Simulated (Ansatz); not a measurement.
A nudged elastic band was laid between two geometries of C2H7FOSi (12 atoms, charge 0, multiplicity 1).

All numbers below come from Ansatz 0.2.0, RKS BLYP/def2-SVP.

| Property | Result |
| --- | --- |
| movable images | 5 |
| climbing image | yes |
| spring | 5.0 eV/Å² |
| optimiser | quadratic models (default) |
| start path | IDPP |
| force threshold | 0.05 eV/Å |
| iteration limit | 60 |
| end points | relaxed |

Initial state:

```xyz
12
Properties=species:S:1:pos:R:3
C -1.370 -0.511 -0.964
Si -0.127 -0.880 0.414
C 0.956 0.696 0.709
O 1.575 1.037 -0.494
F 0.069 1.735 1.127
H -0.838 -0.271 -1.906
H -2.041 -1.374 -1.148
H -1.990 0.365 -0.687
H 0.776 -2.028 0.061
H -0.819 -1.195 1.709
H 1.691 0.593 1.545
H 2.194 1.778 -0.333
```

Final state:

```xyz
12
Properties=species:S:1:pos:R:3
C -0.920 -0.756 -1.353
Si -0.203 -0.821 0.402
C 0.925 0.715 0.736
O 0.153 1.866 0.564
F 1.399 0.621 2.074
H -0.122 -0.826 -2.120
H -1.631 -1.590 -1.525
H -1.462 0.199 -1.507
H 0.643 -2.046 0.598
H -1.288 -0.804 1.434
H 1.848 0.735 0.104
H 0.735 2.651 0.629
```

(1) What changes between the two ends?

(2) What energy profile does the band end with?

(3) What is the geometry of the highest image?

(4) What are the harmonic wavenumbers there?

Results:

(1) No bond is made or broken. The dihedral C1–Si2–C3–F5 goes from 62 to 179°.

(2) It converged. The highest image is number 3 of 0 to 6, 10.7 kJ/mol above the first end and 8.5 kJ/mol above the last; the last end lies 2.2 kJ/mol above the first. A vibrational analysis at the climbing image gives one clearly imaginary mode, 77i cm⁻¹: a first-order saddle point.

| image | path coordinate (Å) | energy (kJ/mol) | dihedral C1–Si2–C3–F5 (°) |
| --- | --- | --- | --- |
| 0 | 0.00 | 0.0 | 62 |
| 1 | 0.74 | 2.6 | 82 |
| 2 | 1.48 | 7.9 | 103 |
| 3 | 2.23 | 10.7 | 124 |
| 4 | 2.89 | 8.5 | 143 |
| 5 | 3.56 | 4.3 | 162 |
| 6 | 4.22 | 2.2 | 179 |

(3) 
```xyz
12
Properties=species:S:1:pos:R:3
C -1.091 -0.713 -1.178
Si -0.174 -0.846 0.474
C 0.934 0.736 0.769
O 0.710 1.632 -0.279
F 0.580 1.327 2.011
H -0.374 -0.641 -2.019
H -1.742 -1.596 -1.346
H -1.722 0.198 -1.195
H 0.734 -2.046 0.488
H -1.132 -0.968 1.622
H 2.018 0.484 0.874
H 1.337 2.379 -0.188
```

(4) 77i, 137, 155, 251, 337, 377, 469, 539, 581, 663, 694, 739, 862, 881, 923, 936, 1081, 1153, 1234, 1305, 1368, 1393, 1398, 2143, 2170, 2878, 2962, 3048, 3054, 3598 cm⁻¹.

Time of the run: 33 s on 2 threads of Intel(R) Xeon(R) 6975P-C (Granite Rapids), with other jobs on the host, peak memory 0.15 GiB.
